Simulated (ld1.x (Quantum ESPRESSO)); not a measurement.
# Ranking ultrasoft potentials for Rh

All share these settings but for the change named:

ld1.x (Quantum ESPRESSO) 7.5 input, shortened:

```
&input
   title='Rh', zed=45., rel=2, dft='PZ', iswitch=3,
   config='[Kr] 4d8 5s0 5p0', rel_dist='average'
 /
 &inputp
   pseudotype=3, tm=.true., lloc=-1, rcloc=2.70,
   nlcc=.true.,
   which_augfun='PSQ', rmatch_augfun_nc=.true.
 /
6
5S  1  0   0.00   0.00  2.45  2.75  0.0
5S  1  0   0.00  -0.20  2.45  2.75  0.0
5P  2  1   0.00   0.00  2.60  2.80  0.0
5P  2  1   0.00   1.10  2.60  2.80  0.0
4D  3  2   8.00   0.00  1.85  2.20  0.0
4D  3  2   0.00   0.85  1.85  2.20  0.0
 &test
   configts(1)='4d8 5s0 5p0'
 /
```

Open shells are filled in proportion to 2j + 1 (rel_dist='average').

Test errors are all-electron minus pseudo excitation energies from the reference, over 4d8 5s1 5p0; 4d7 5s0 5p0; 4d6 5s0 5p0; 4d7 5s1 5p1; 4d9 5s0 5p0; 4d5 5s0 5p0; 4d8 5s0 5p1. None of these files shows a bound ghost.

The base gives 1358.9 meV.

Of 7 variants that were run, those that failed, showed a ghost or another fault, or gave nearly equal values are left out.

A variant can come out equal or close to the base, since the largest error may sit in a test that the change hardly touches while other tests move.

Question: Rank these variants by their largest absolute test error, smallest first.
A. functional PBE
B. augmentation PSQ, radius 1.80 bohr
C. waves 5s (bound): rcut 2.44, rcutus 2.58 bohr; 5s channel at -0.2 Ry: rcut 2.44, rcutus 2.58 bohr

Answer: B (933.3 meV), A (1176.1 meV), C (1358.9 meV).
